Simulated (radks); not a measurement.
Q: Radial electron density D(r) = 4 pi r^2 rho(r) of an atom or ion with 12 electrons. All-electron calculation, non-relativistic Kohn-Sham, PBE, spin-polarised, spherical densities, point nucleus. Program: a radial shooting solver on a logarithmic mesh with Libxc functionals.

r (bohr)  D(r) (e/bohr)
0.001703          5.259
0.002114          7.692
0.002645          11.26
0.003283          16.00
0.004074          22.31
0.005056          30.37
0.006275          40.13
0.007851          51.55
0.009744          62.69
0.01209           72.20
0.01501           77.99
0.01863           78.49
0.0233            73.73
0.02892           67.38
0.0359            64.92
0.04455           70.75
0.05574           83.64
0.06917           92.52
0.08585           86.06
0.1066            62.64
0.1322            35.15
0.1654            18.32
0.2053            13.90
0.2548            10.92
0.3163            5.584
0.3925            1.552
0.4911           0.1900
0.6095          0.01022
0.7564        0.0001890

What is the nuclear charge?

A: Z = 63. The innermost maximum, from 1s, lies near 1/Z = 0.0159 bohr (found: 0.0171), and its height grows with Z. The density is that of the europium ion Eu51+ in [Ne] 3s2; the configuration itself is not fixed sharply by these data, and Z only to a few units. D(r) has 2 maxima, at r = 0.0171, 0.0714 bohr, and minima at 0.0348 bohr, inside which lie 2.09 electrons.
